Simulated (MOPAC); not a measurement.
Input file for MOPAC: AM1 on H3Mo (SMILES [MoH3]), 2S+1 = 2, a spin state set in the input, which need not be the lowest.

```
AM1 1SCF PRECISE CHARGE=0 UHF MS=0.5 THREADS=1
H3Mo

Mo     0.40033834 1     0.07010216 1    -0.19121566 1
H      0.49160238 1    -0.45070013 1     1.41973250 1
H     -0.46347974 1     1.52876722 1    -0.22004840 1
H     -0.48644870 1    -1.08120397 1    -1.06451259 1
```

It printed:

```
*******************************************************************************
 **                                                                           **
 **                              MOPAC v23.2.5                                **
 **                                                                           **
 *******************************************************************************
 ** MOPAC's Digital Object Identifier: https://doi.org/10.5281/zenodo.6511958 **
 **                                                                           **
 ** Please cite the open-source release paper for use of this MOPAC version:  **
 ** J. E. Moussa and J. J. P. Stewart (2026)                                  **
 ** MOPAC: An open-source semiempirical molecular orbital program             **
 ** J. Open Source Softw., 11(119), 8025, https://doi.org/10.21105/joss.08025 **
 *******************************************************************************

                              AM1 CALCULATION RESULTS

 *******************************************************************************
 *  AM1        - The AM1 Hamiltonian to be used
 *  UHF        - UNRESTRICTED HARTREE-FOCK CALCULATION
 *
 *
 *
 *                 CHARGE ON SYSTEM = 0
 *
 *
 *
 *  MS=        - IN MECI, MAGNETIC COMPONENT OF SPIN =  0.5
 *  PRECISE    - TIGHTER CRITERIA TO BE USED
 *  1SCF       - DO 1 SCF AND THEN STOP
 *  THREADS=1  - MULTI-THREADING NOT USED
 *  T=         - A TIME OF 172800.0 SECONDS REQUESTED
 *  DUMP=N     - RESTART FILE WRITTEN EVERY 7200.0 SECONDS REQUESTED
 *******************************************************************************
AM1 1SCF PRECISE CHARGE=0 UHF MS=0.5 THREADS=1
 H3Mo

   ATOM   CHEMICAL          X               Y               Z
  NUMBER   SYMBOL      (ANGSTROMS)     (ANGSTROMS)     (ANGSTROMS)

     1      Mo          0.40033834  *   0.07010216  *  -0.19121566  *
     2       H          0.49160238  *  -0.45070013  *   1.41973250  *
     3       H         -0.46347974  *   1.52876722  *  -0.22004840  *
     4       H         -0.48644870  *  -1.08120397  *  -1.06451259  *



          CARTESIAN COORDINATES

    NO.       ATOM           X           Y           Z

     1        Mo          0.4003      0.0701     -0.1912
     2         H          0.4916     -0.4507      1.4197
     3         H         -0.4635      1.5288     -0.2200
     4         H         -0.4864     -1.0812     -1.0645

  H: (AM1): M.J.S. DEWAR ET AL, J. AM. CHEM. SOC. 107 3902-3909 (1985)
 Mo: (AM1): A.A. Voityuk, N. Roesch J. Phys. Chem. A 104, 4089 (2000).

           Empirical Formula: H3 Mo  =     4 atoms



      MOLECULAR POINT GROUP   :   C3v


          UHF CALCULATION, NO. OF ALPHA ELECTRONS =    5
                           NO. OF BETA  ELECTRONS =    4

 -------------------------------------------------------------------------------
 AM1 1SCF PRECISE CHARGE=0 UHF MS=0.5 THREADS=1
 H3Mo



     1SCF WAS SPECIFIED, SO BFGS WAS NOT USED
     SCF FIELD WAS ACHIEVED


                              AM1 CALCULATION
                                                       MOPAC v23.2.5 Linux




          FINAL HEAT OF FORMATION =        118.67915 KCAL/MOL =     496.55358 KJ/MOL


          COSMO AREA              =         86.27 SQUARE ANGSTROMS
          COSMO VOLUME            =         73.95 CUBIC ANGSTROMS

          IONIZATION POTENTIAL    =          9.676058 EV
          ALPHA SOMO LUMO (EV)    =        -10.309  0.740
          BETA  SOMO LUMO (EV)    =         -9.676  1.389
          NO. OF ALPHA ELECTRONS  =          5
          NO. OF BETA  ELECTRONS  =          4
          MOLECULAR WEIGHT        =         98.9637         POINT GROUP:  C3v

          MOLECULAR DIMENSIONS (Angstroms)

            Atom       Atom       Distance
            H     4    H     3     2.74328
            H     2    H     4     2.37509
           Mo     1    H     2     0.60566


          SCF CALCULATIONS        =          1





   ATOM   CHEMICAL          X               Y               Z
  NUMBER   SYMBOL      (ANGSTROMS)     (ANGSTROMS)     (ANGSTROMS)

     1      Mo          0.40033834  *   0.07010216  *  -0.19121566  *
     2       H          0.49160238  *  -0.45070013  *   1.41973250  *
     3       H         -0.46347974  *   1.52876722  *  -0.22004840  *
     4       H         -0.48644870  *  -1.08120397  *  -1.06451259  *

                             CARTESIAN COORDINATES

   1   Mo        0.400338340     0.070102160    -0.191215660
   2    H        0.491602380    -0.450700130     1.419732500
   3    H       -0.463479740     1.528767220    -0.220048400
   4    H       -0.486448700    -1.081203970    -1.064512590


           Empirical Formula: H3 Mo  =     4 atoms



      MOLECULAR POINT GROUP   :   C3v


          ALPHA EIGENVALUES
 -14.82656 -12.26016 -12.25952 -10.31007 -10.30909   0.73996   1.47092   1.47290
   3.54065  17.18086  17.56321  17.56497


           BETA EIGENVALUES
 -14.89070 -12.13637 -12.13601  -9.67606   1.38878   1.38907   2.00794   2.00950
   3.60624  16.82330  18.28089  18.28225


              NET ATOMIC CHARGES AND DIPOLE CONTRIBUTIONS

  ATOM NO.   TYPE          CHARGE      No. of ELECS.   s-Pop       p-Pop       d-Pop
    1         Mo           0.727111        5.2729     0.85891     0.11944     4.29455
    2          H          -0.242328        1.2423     1.24233
    3          H          -0.242329        1.2423     1.24233
    4          H          -0.242453        1.2425     1.24245
 DIPOLE           X         Y         Z       TOTAL
 POINT-CHG.     1.932     0.249    -0.825     2.115
 HYBRID         0.932     0.120    -0.398     1.020
 SUM            2.863     0.369    -1.222     3.135


          ATOMIC ORBITAL ELECTRON POPULATIONS

     Atom    s        px        py        pz      x^2-y^2     xz        z^2       yz        xy
    1 Mo   0.85891   0.01687   0.05444   0.04813   0.97407   0.96142   0.75490   0.84514   0.75901
    2  H   1.24233
    3  H   1.24233
    4  H   1.24245


                    (SZ)    =    0.500000
                    (S**2)  =    1.762695


          ATOMIC ORBITAL SPIN POPULATIONS

    Atom   Total    s     px     py     pz   x^2-y^2  xz     z^2    yz     xy
         Atomic
    1 Mo  1.1737 -0.042 -0.001 -0.001 -0.001 -0.015  0.189  0.195  0.557  0.291
    2  H -0.0579 -0.058
    3  H -0.0579 -0.058
    4  H -0.0579 -0.058

 **********************
 *                    *
 * JOB ENDED NORMALLY *
 *                    *
 **********************




 == MOPAC DONE ==
```

The run finished. Its determinant has ⟨S²⟩ = 1.76, a mixture of spin states.

Cost: very roughly 0.06 core-seconds.
